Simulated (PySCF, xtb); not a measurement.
Mo(OH)2 (H2MoO2), SMILES [OH][Mo][OH] (connectivity only; charge and spin as stated), neutral, multiplicity 3. One conformer was computed; it need not be the lowest.

Harmonic wavenumbers (cm⁻¹) from GFN2-xTB (xtb) at its own minimum, in rising order: 275, 300, 453, 483, 495, 619, 691, 3378, 3426.

Task: What does PySCF with PBE-D3(BJ)/def2-TZVP give at its own minimum? (An estimate is asked for; the answer gives what the named calculation found.)

Result: 111, 448, 459, 509, 522, 741, 765, 3761, 3766. Paired by order, the mean absolute difference is 144 cm⁻¹ and the zero-point energies are 14.5 and 15.8 kcal/mol.
